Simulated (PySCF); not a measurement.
NMR problem set

PySCF calculation with PBE0/pcSseg-1 with gauge-including orbitals and structure optimised with GFN2-xTB; in vacuum, non-relativistic, one averaged value for each set of equivalent atoms, one conformer.

Chemical shifts δ = σref − σ; TMS for $^{1}$H (31.72 ppm), $^{13}$C (186.93 ppm), all at this level. Splittings of carbon signals by F and P are missing where no couplings were computed. Where no couplings were computed, multiplicities follow the n + 1 count of equivalent neighbours, and m marks all less simple cases (inequivalent or close neighbours, rings, F or P nearby). Shifts are as computed. Against solution values, carbons near 30 ppm lie about +3 ppm off and those near 130 ppm about +5 ppm. Of 1211 compounds with measured shifts, 218 miss one by over three times the rms of a fit or turn the order of signals round; such compounds aren't used in these exercises.

(1) C$_{9}$H$_{16}$. $^{1}$H NMR (400 MHz, computed): δ 6.14 (d, 1H), 5.67 (d, 1H), 5.32 (m, 1H), 5.18 (m, 1H), 1.96 (s, 3H), 1.20 (s, 9H). $^{13}$C{$^{1}$H} NMR (computed): δ 155.3, 148.7, 137.5, 121.6, 36.9, 32.3, 27.8. Identify the compound.

(2) C$_{4}$HF$_{3}$O$_{2}$. $^{1}$H NMR (400 MHz, computed): δ 2.70 (s, 1H). $^{13}$C{$^{1}$H} NMR (computed): δ 150.0 (C), 128.7 (C), 89.5 (CH), 76.7 (C). Identify the compound.

(3) C$_{8}$H$_{10}$FOP. $^{1}$H NMR (400 MHz, computed): δ 7.95 (m, 2H), 7.44 (m, 2H), 1.49 (m, 6H). $^{13}$C{$^{1}$H} NMR (computed): δ 175.0, 138.0, 138.0, 121.2, 22.1. Identify the compound.

(4) C$_{9}$H$_{16}$. $^{1}$H NMR (600 MHz, computed): δ 5.48 (br s, 1H), 5.45 (m, 1H), 5.31 (m, 1H), 5.22 (br s, 1H), 2.48 (q, 2H), 2.43 (t, 2H), 1.48 (m, 2H), 1.11 (t, 3H), 0.85 (t, 3H). $^{13}$C{$^{1}$H} NMR (computed): δ 156.6, 153.5, 120.2, 118.5, 41.7, 34.5, 23.1, 16.7, 15.2. Give a structure.

Results:

(1) `C=C(C)/C=C\C(C)(C)C`. The formula gives 2 degrees of unsaturation (no ring in the answer). 7 carbon signals for 9 carbons: some carbons are equivalent by symmetry or fast rotation. Carbon types of the structure: 2 × C, 2 × CH, 1 × CH2, 4 × CH3, which accounts for all hydrogens. δC 155.3: fully substituted alkene carbon; an sp2 carbon of a C=C bond. δC 148.7, 137.5: alkene CH; the olefinic region. δC 121.6: terminal =CH2 carbon; an sp2 carbon of a C=C bond. δH 5.32, 5.18: hydrogen on a terminal =CH2 carbon; olefinic region.

The data come from this structure; uniqueness wasn't tested.

(2) SMILES C(C#C)(=O)OC(F)(F)F. Rings plus π bonds: 3 (no ring in the answer). 4 carbon signals for 4 carbons: no two carbons are equivalent. Carbon types of the structure: 3 × C, 1 × CH, which accounts for all hydrogens. δC 150.0: ester carbonyl carbon; it is a carbonyl in resonance with an O or N lone pair, the region of acids, esters and amides. δC 128.7: CF3 carbon; 4 electronegative neighbours deshield it. δC 89.5: terminal alkyne carbon; the triple bond shields along its axis, which puts it between sp3 and sp2 carbons. δC 76.7: alkyne carbon; the triple bond shields along its axis, which puts it between sp3 and sp2 carbons.

This is the structure that produced the data.

(3) SMILES CP(C)(=O)c1ccc(F)cc1. 5 carbon signals for 8 carbons: some carbons are equivalent by symmetry or fast rotation. Carbon types of the structure: 2 × C, 4 × CH, 2 × CH3, which accounts for all hydrogens. δC 175.0: aromatic carbon bearing fluorine; σ withdrawal by the attached heteroatom moves it downfield of the ring CH carbons. δC 138.0, 121.2: aromatic CH. δC 138.0: substituted aromatic carbon. δH 7.95, 7.44: hydrogen on an aromatic CH; ring-current deshielding.

The shifts were computed for this structure.

(4) `C=C(CC)C(=C)CCC`. The formula gives 2 degrees of unsaturation (no ring in the answer). 9 carbon signals for 9 carbons: no two carbons are equivalent. Carbon types of the structure: 2 × C, 5 × CH2, 2 × CH3, which accounts for all hydrogens. δC 156.6, 153.5: fully substituted alkene carbon; as expected for a trigonal carbon in a double bond. δC 120.2, 118.5: terminal =CH2 carbon; as expected for a trigonal carbon in a double bond. δC 23.1: sp3 CH2; a saturated carbon with 2 carbon neighbours and no heteroatom attached. δH 5.48, 5.45, 5.31, 5.22: hydrogen on a terminal =CH2 carbon; olefinic region.

The data come from this structure; uniqueness wasn't tested.
